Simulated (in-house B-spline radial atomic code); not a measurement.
A run on Rb that did not converge. Method: non-relativistic r2SCAN0, spin-polarised, spherical fractional occupations, point nucleus; computed with a B-spline radial code for spherical atoms.

Command:
```bash
python run_scf.py task.json out
```
Settings:
```
Z                37
configuration    [Kr] 5s1
hamiltonian      nr
method           r2scan0
spin_polarised   True
```

First and last ten iterations of the last attempt (damped for 15 steps, keeping 80 % of the old Fock matrix, then DIIS):
```
 iter        energy (Eh)    residual
    1       -2940.126090    7.53e-02
    2       -2940.132639    1.94e-03
    3       -2940.132667    1.65e-03
    4       -2940.132681    1.38e-03
    5       -2940.132688    1.14e-03
    6       -2940.132692    9.36e-04
    7       -2940.132694    7.64e-04
    8       -2940.132695    6.20e-04
    9       -2940.132696    5.02e-04
   10       -2940.132697    4.05e-04
  111       -2940.132698    1.68e-06
  112       -2940.132698    3.51e-06
  113       -2940.132698    1.98e-06
  114       -2940.132698    2.00e-06
  115       -2940.132698    2.05e-06
  116       -2940.132698    3.39e-06
  117       -2940.132698    3.34e-06
  118       -2940.132698    3.27e-06
  119       -2940.132698    3.28e-06
  120       -2940.132698    3.28e-06
 not converged after 120 iterations
```

The smallest residual met was 1.3e-06; the threshold is about 4e-07. Over the last five steps the energy moves by less than 1e-08 hartree, but the orbitals didn't meet the threshold. Run time, properties included: 5.9 s on 1 thread of Arm Neoverse N1 (shared host).
